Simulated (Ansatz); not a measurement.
Steps of a relaxation of C₃H₈AlCl (`C[CH]([AlH2])CCl`) with RKS PBE-D4/def2-SVP.

```sh
$ ansatz run in.yaml --threads 4 --pin off --events-out ev --progress --plain --max-ram 10444MiB
```

```yaml
crystal:
  periodic: [false, false, false]
  atoms:
    - {symbol: C, position_ang: [-1.283600, -0.607400, -0.095400]}
    - {symbol: C, position_ang: [-0.051300, 0.018100, 0.488900]}
    - {symbol: Al, position_ang: [1.447500, -1.255400, 0.178200]}
    - {symbol: C, position_ang: [0.362300, 1.403700, -0.113900]}
    - {symbol: Cl, position_ang: [-0.906400, 2.617600, 0.358400]}
    - {symbol: H, position_ang: [-2.197000, 0.114500, 0.109000]}
    - {symbol: H, position_ang: [-1.518900, -1.554000, 0.345200]}
    - {symbol: H, position_ang: [-1.198500, -0.660400, -1.215100]}
    - {symbol: H, position_ang: [-0.166100, 0.138800, 1.632000]}
    - {symbol: H, position_ang: [2.845100, -0.649400, -0.355100]}
    - {symbol: H, position_ang: [1.113700, -2.706100, -0.353800]}
    - {symbol: H, position_ang: [0.341900, 1.345000, -1.202800]}
    - {symbol: H, position_ang: [1.231700, 1.760400, 0.239300]}
basis:
  gaussian: {orbitals: def2-SVP}
hamiltonian: {xc: pbe, dispersion: d4}
relax: {f_tol: 0.03, max_steps: 200}
```

Positions (Å) and forces (eV/Å) along the path, 8 of 8 steps:

```xyz
13
step=1 energy=-22338.2621 eV
C    -1.284   -0.607   -0.095   -1.736    2.702   -0.769
C    -0.051    0.018    0.489    1.531    0.660    1.428
Al    1.448   -1.255    0.178    0.178    0.445   -1.043
C     0.362    1.404   -0.114   -4.748   -2.753   -0.308
Cl   -0.906    2.618    0.358   -0.105    0.455   -0.104
H    -2.197    0.115    0.109    1.173   -1.128   -0.374
H    -1.519   -1.554    0.345   -0.287   -1.232    0.305
H    -1.198   -0.660   -1.215   -0.159   -0.330    0.397
H    -0.166    0.139    1.632    0.044    0.058   -1.092
H     2.845   -0.649   -0.355    0.135   -0.027    0.365
H     1.114   -2.706   -0.354   -0.069   -0.463    0.295
H     0.342    1.345   -1.203    0.167    0.117   -0.586
H     1.232    1.760    0.239    3.876    1.496    1.484
13
step=2 energy=-22338.8130 eV
C    -1.319   -0.567   -0.090   -0.793    0.690   -0.212
C    -0.028   -0.001    0.486    0.317    0.774    0.195
Al    1.471   -1.235   -0.015    0.184   -0.101    0.011
C     0.306    1.392   -0.084   -0.995   -0.940   -0.006
Cl   -0.927    2.675    0.330   -0.060   -0.028    0.020
H    -2.200    0.121    0.099    0.527   -0.353   -0.062
H    -1.568   -1.544    0.342   -0.103   -0.396    0.060
H    -1.251   -0.671   -1.199   -0.061   -0.122    0.119
H    -0.128    0.126    1.603    0.135   -0.222   -0.357
H     2.966   -0.643   -0.290   -0.282   -0.132    0.067
H     1.136   -2.806   -0.271    0.084    0.277    0.079
H     0.320    1.349   -1.187    0.120    0.158   -0.191
H     1.243    1.768    0.290    0.927    0.396    0.277
13
step=3 energy=-22338.8866 eV
C    -1.350   -0.556   -0.094   -0.127    0.016   -0.076
C    -0.024    0.001    0.447    0.116    0.244   -0.194
Al    1.483   -1.232   -0.022    0.011   -0.079    0.026
C     0.308    1.392   -0.093   -0.137   -0.294    0.031
Cl   -0.952    2.649    0.332   -0.040    0.051    0.021
H    -2.198    0.129    0.123    0.060    0.013    0.043
H    -1.597   -1.545    0.340    0.027   -0.018    0.007
H    -1.325   -0.679   -1.201    0.009   -0.018    0.054
H    -0.079    0.081    1.560    0.027   -0.068   -0.022
H     2.970   -0.657   -0.262   -0.083   -0.030    0.028
H     1.169   -2.800   -0.225    0.038    0.108    0.040
H     0.356    1.398   -1.203    0.043    0.055    0.063
H     1.259    1.785    0.312    0.055    0.020   -0.020
13
step=4 energy=-22338.8960 eV
C    -1.361   -0.538   -0.108   -0.029   -0.101   -0.064
C    -0.006   -0.007    0.379   -0.063   -0.044   -0.053
Al    1.497   -1.251   -0.005    0.048    0.004   -0.180
C     0.292    1.395   -0.106    0.155    0.048   -0.050
Cl   -0.996    2.615    0.359    0.025    0.045    0.036
H    -2.167    0.176    0.160   -0.059   -0.030    0.012
H    -1.603   -1.523    0.339   -0.016    0.002   -0.010
H    -1.390   -0.661   -1.214    0.002    0.010    0.032
H    -0.020    0.010    1.494   -0.025    0.075    0.131
H     2.978   -0.678   -0.223    0.033    0.000    0.049
H     1.205   -2.817   -0.156   -0.008   -0.032    0.064
H     0.352    1.454   -1.214   -0.025    0.003    0.052
H     1.240    1.791    0.310   -0.038    0.019   -0.019
13
step=5 energy=-22338.9044 eV
C    -1.369   -0.549   -0.114    0.019    0.035   -0.013
C    -0.014   -0.002    0.370   -0.029   -0.057   -0.042
Al    1.493   -1.244   -0.027    0.029   -0.002    0.025
C     0.297    1.401   -0.110    0.035    0.025   -0.048
Cl   -0.962    2.640    0.387   -0.001    0.003    0.025
H    -2.188    0.143    0.172   -0.024   -0.021   -0.006
H    -1.591   -1.545    0.320    0.008    0.018   -0.002
H    -1.403   -0.658   -1.220   -0.002    0.019    0.013
H    -0.026    0.019    1.488    0.002    0.021    0.028
H     2.982   -0.678   -0.203    0.024    0.009   -0.007
H     1.205   -2.816   -0.121   -0.011   -0.025    0.005
H     0.339    1.470   -1.217   -0.026   -0.009    0.020
H     1.256    1.784    0.292   -0.025   -0.017    0.002
13
step=6 energy=-22338.9074 eV
C    -1.371   -0.542   -0.131   -0.009    0.011    0.012
C    -0.014   -0.005    0.351    0.002   -0.020   -0.116
Al    1.506   -1.250   -0.006    0.000   -0.018   -0.008
C     0.289    1.401   -0.126   -0.048    0.022    0.065
Cl   -0.932    2.641    0.468    0.027   -0.025   -0.019
H    -2.195    0.135    0.180    0.009   -0.012    0.022
H    -1.581   -1.551    0.278   -0.026   -0.016   -0.004
H    -1.419   -0.617   -1.239    0.025   -0.007   -0.003
H    -0.022    0.017    1.470    0.002    0.012    0.044
H     3.000   -0.689   -0.178   -0.018    0.012    0.005
H     1.226   -2.828   -0.054   -0.008    0.016    0.010
H     0.265    1.486   -1.232    0.009   -0.009   -0.001
H     1.268    1.767    0.235    0.036    0.035   -0.007
13
step=7 energy=-22338.9082 eV
C    -1.372   -0.542   -0.136   -0.011    0.006    0.008
C    -0.013   -0.007    0.344    0.012   -0.006   -0.001
Al    1.504   -1.253   -0.005    0.001    0.013    0.001
C     0.289    1.403   -0.123    0.026   -0.031   -0.032
Cl   -0.930    2.636    0.470   -0.033    0.032    0.026
H    -2.193    0.127    0.195   -0.012   -0.002   -0.006
H    -1.580   -1.559    0.257    0.007    0.006   -0.001
H    -1.423   -0.599   -1.244    0.000    0.001    0.000
H    -0.019    0.014    1.464    0.001   -0.011    0.005
H     2.993   -0.687   -0.192    0.009    0.008   -0.002
H     1.227   -2.830   -0.020   -0.010   -0.012    0.004
H     0.265    1.490   -1.229    0.015   -0.004   -0.001
H     1.271    1.770    0.234   -0.005    0.001   -0.003
13
step=8 energy=-22338.9084 eV
C    -1.373   -0.542   -0.137    0.003    0.001    0.000
C    -0.012   -0.008    0.339   -0.004    0.000   -0.002
Al    1.506   -1.253   -0.006   -0.009    0.005    0.005
C     0.289    1.403   -0.126    0.008   -0.008   -0.002
Cl   -0.930    2.636    0.476   -0.001    0.004    0.000
H    -2.195    0.127    0.196    0.000   -0.002   -0.002
H    -1.579   -1.558    0.255    0.001    0.001   -0.001
H    -1.427   -0.597   -1.245   -0.001    0.001    0.000
H    -0.015    0.009    1.460    0.002   -0.002    0.003
H     2.995   -0.682   -0.189    0.001   -0.004   -0.003
H     1.224   -2.830   -0.011    0.006    0.000    0.000
H     0.265    1.492   -1.231   -0.001    0.002    0.001
H     1.271    1.769    0.232   -0.005    0.002    0.000
```

Run time 13 s (4 threads of an Arm Neoverse V1 on a shared host); peak host memory 0.17 GiB.
